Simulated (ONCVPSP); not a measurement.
PBEsol ONCV dataset for sulfur, non-relativistic all-electron reference.

ONCVPSP 4.0.1 was run on this input:

```
# ATOM AND REFERENCE CONFIGURATION
# atsym  z   nc   nv     iexc    psfile
  S 16.00    3    2  -116133      upf
#
#   n    l    f
    1    0    2.00
    2    0    2.00
    2    1    6.00
    3    0    1.75
    3    1    4.25
#
# PSEUDOPOTENTIAL AND OPTIMIZATION
# lmax
    2
#
#   l,   rc,      ep,       ncon, nbas, qcut
    0    1.45    0.00    5   10    3.50
    1    1.45    0.00    4    8    5.70
    2    1.55    0.30    3    7    7.30
#
# LOCAL POTENTIAL
# lloc, lpopt,  rc(5),   dvloc0
    1    5    1.45    0.00
#
# VANDERBILT-KLEINMAN-BYLANDER PROJECTORs
# l, nproj, debl
    0    2    2.20
    1    0    1.70
    2    3    2.40
#
# MODEL CORE CHARGE
# icmod, fcfact, rcfact
    0    0.00    0.00
#
# LOG DERIVATIVE ANALYSIS
# epsh1, epsh2, depsh
   -2.00    5.00    0.02
#
# OUTPUT GRID
# rlmax, drl
    6.00    0.01
#
# TEST CONFIGURATIONS
# ncnf
    4
# nvcnf
#   n    l    f
    2
    3    0    2.00
    3    1    4.00
#
    2
    3    0    2.00
    3    1    3.00
#
    2
    3    0    2.00
    3    1    2.00
#
    2
    3    0    0.00
    3    1    6.00
#
```

Command:

```bash
oncvpspnr.x < S.dat > S.out
```

Resulting log (shortened: citation, most of the input echo, consistency checks and plot data are left out):

```
ONCVPSP  (Optimized Norm-Conservinng Vanderbilt PSeudopotential)
scalar-relativistic version 4.0.1

#   n    l    f        energy (Ha)
    1    0    2.00    -8.7969207E+01
    2    0    2.00    -7.7292794E+00
    2    1    6.00    -5.7570888E+00
    3    0    1.75    -6.3400356E-01
    3    1    4.25    -2.6204140E-01

Reference configufation results
  iterations    24
  all-electron total energy (Ha)   -3.97185892D+02

Begin loop to  construct optimized pseudo wave functions
and semi-local pseudopoentials for all angular momenta

   Wellstate for l =  0  n =  5
     eigenvalue =   1.5660
     asymptotic potential =   2.0660
     half-point radius =  4.1118

Calculating optimized projector #   1

 for l=   0

    Fraction of norm inside rc  0.394521
    Optimizing pswf for qcut=   3.51 a_B^-1,  ecut=   6.15 Ha
    Residual kinetic energy error=  2.64D-02 Ha

    Energy error per electron        Cutoff
         Ha          eV             Ha
         0.01000     0.27211        9.31
         0.00100     0.02721       91.47
         0.00010     0.00272      135.04
         0.00001     0.00027      149.85

Calculating optimized projector #   2

 for l=   0

    Fraction of norm inside rc  0.083928
    Optimizing pswf for qcut=   3.51 a_B^-1,  ecut=   6.15 Ha
    Residual kinetic energy error=  3.18D-02 Ha

    Energy error per electron        Cutoff
         Ha          eV             Ha
         0.01000     0.27211        8.66
         0.00100     0.02721       42.90
         0.00010     0.00272      162.13
         0.00001     0.00027      184.72

Calculating optimized projector #   1

 for l=   1

    Fraction of norm inside rc  0.263633
    Optimizing pswf for qcut=   5.69 a_B^-1,  ecut=  16.20 Ha
    Residual kinetic energy error=  5.93D-05 Ha

    Energy error per electron        Cutoff
         Ha          eV             Ha
         0.01000     0.27211        4.06
         0.00100     0.02721        7.00
         0.00010     0.00272       15.22
         0.00001     0.00027       31.43

   Wellstate for l =  2  n =  3
     eigenvalue =   0.3000
     asymptotic potential =   0.8000
     half-point radius =  3.9937

   Wellstate for l =  2  n =  5
     eigenvalue =   2.7000
     asymptotic potential =   3.2000
     half-point radius =  3.5681

   Wellstate for l =  2  n =  6
     eigenvalue =   5.1000
     asymptotic potential =   5.6000
     half-point radius =  3.3174

Calculating optimized projector #   1

 for l=   2

    Fraction of norm inside rc  0.203867
    Optimizing pswf for qcut=   7.30 a_B^-1,  ecut=  26.61 Ha
    Residual kinetic energy error=  2.62D-05 Ha

    Energy error per electron        Cutoff
         Ha          eV             Ha
         0.01000     0.27211       13.31
         0.00100     0.02721       19.26
         0.00010     0.00272       23.89
         0.00001     0.00027       48.41

Calculating optimized projector #   2

 for l=   2

    Fraction of norm inside rc  0.139576
    Optimizing pswf for qcut=   7.30 a_B^-1,  ecut=  26.61 Ha
    Residual kinetic energy error=  7.18D-04 Ha

    Energy error per electron        Cutoff
         Ha          eV             Ha
         0.01000     0.27211       20.08
         0.00100     0.02721       25.96
         0.00010     0.00272       55.81
         0.00001     0.00027      101.73

Calculating optimized projector #   3

 for l=   2

    Fraction of norm inside rc  0.106610
    Optimizing pswf for qcut=   7.30 a_B^-1,  ecut=  26.61 Ha
    Residual kinetic energy error=  4.44D-03 Ha

    Energy error per electron        Cutoff
         Ha          eV             Ha
         0.01000     0.27211       24.59
         0.00100     0.02721       30.66
         0.00010     0.00272       64.35
         0.00001     0.00027      133.95

Construct Vanderbilt / Kleinmman-Bylander projectors

B matrix Hermiticity error, ll=   0
   1   2    9.5131E-09

  Orthonormal projector coefficients  1.3518E+01  3.6636E+00

B matrix Hermiticity error, ll=   2
   1   2    1.6129E-08
   1   3   -2.0354E-08
   2   3    4.8005E-08

  Orthonormal projector coefficients -7.9539E+00 -4.4268E+00 -1.1800E+00

Pseudoatom total energy   -9.953107

Diagnostic tests using Vanderbilt-Kleinman-Bylander pseudopotentials
  1 or more projectors used as specified by nproj input data

   l    rcore       rmatch      e in        delta e   norm test  slope test

   0   1.4568719   1.5011057  -0.6340036  -0.0000000   1.0000000   0.9999999
   0   1.4568719   1.5011057   1.5659964  -0.0000000   1.0000000   1.0000000

   1   1.4568719   1.5011057  -0.2620414   0.0000000   1.0000000   1.0000000

   2   1.5559626   1.6032050   0.3000000  -0.0000877   0.9999686   0.9999686
   2   1.5559626   1.6032050   2.7000000  -0.0000052   1.0000294   1.0000294
   2   1.5559626   1.6032050   5.1000000  -0.0002677   1.0000343   1.0000343

 Testing for bound ghosts
   n   l    E NL Schr. Eq   E Basis Diag.   E Cutoff

   1   0       -0.634004       -0.627923    210.04

 Testing for highly-localized positive-energy ghosts
       l    <radius>/rc     E Basis Diag.   E Cutoff

Test configuration 0

   n   l     f        eae           eps        diff
   1   0  2.0000  -87.96920742
   2   0  2.0000   -7.72927944
   2   1  6.0000   -5.75708881
   3   0  1.7500   -0.63400356   -0.63400357   -9.63D-09
   3   1  4.2500   -0.26204140   -0.26204140    0.00D+00

    Total energies and differences
      AE_ref= -3.97185892D+02  AE_tst= -3.97185892D+02  dif=  0.00D+00
      PS_ref= -9.95310670D+00  PS_tst= -9.95310670D+00  dif=  5.33D-15
      PSP excitation error= -5.33D-15

Test configuration 1

   n   l     f        eae           eps        diff
   1   0  2.0000  -87.95580584
   2   0  2.0000   -7.71609164
   2   1  6.0000   -5.74403758
   3   0  2.0000   -0.62771906   -0.62777648   -5.74D-05
   3   1  4.0000   -0.25690843   -0.25690451    3.93D-06

    Total energies and differences
      AE_ref= -3.97185892D+02  AE_tst= -3.97278739D+02  dif= -9.28D-02
      PS_ref= -9.95310670D+00  PS_tst= -1.00459618D+01  dif= -9.29D-02
      PSP excitation error=  7.92D-06

Test configuration 2

   n   l     f        eae           eps        diff
   1   0  2.0000  -88.39567702
   2   0  2.0000   -8.14692526
   2   1  6.0000   -6.17584552
   3   0  2.0000   -1.00821998   -1.00800368    2.16D-04
   3   1  3.0000   -0.61621819   -0.61589531    3.23D-04

    Total energies and differences
      AE_ref= -3.97185892D+02  AE_tst= -3.96847051D+02  dif=  3.39D-01
      PS_ref= -9.95310670D+00  PS_tst= -9.61439850D+00  dif=  3.39D-01
      PSP excitation error=  1.33D-04

Test configuration 3

   n   l     f        eae           eps        diff
   1   0  2.0000  -88.92729555
   2   0  2.0000   -8.66018447
   2   1  6.0000   -6.69099678
   3   0  2.0000   -1.43986620   -1.43878458    1.08D-03
   3   1  2.0000   -1.02694908   -1.02562688    1.32D-03

    Total energies and differences
      AE_ref= -3.97185892D+02  AE_tst= -3.96029256D+02  dif=  1.16D+00
      PS_ref= -9.95310670D+00  PS_tst= -8.79734972D+00  dif=  1.16D+00
      PSP excitation error=  8.79D-04

Test configuration 4

   n   l     f        eae           eps        diff
   1   0  2.0000  -88.05742216
   2   0  2.0000   -7.81670972
   2   1  6.0000   -5.84345191
   3   1  6.0000   -0.29550001   -0.29544888    5.11D-05

    Total energies and differences
      AE_ref= -3.97185892D+02  AE_tst= -3.96528376D+02  dif=  6.58D-01
      PS_ref= -9.95310670D+00  PS_tst= -9.29599056D+00  dif=  6.57D-01
      PSP excitation error=  4.00D-04
```

oncvpspnr.x prints “scalar-relativistic version” in its banner although the run is non-relativistic.

The run took about 4.6 s on one core of a shared server CPU.
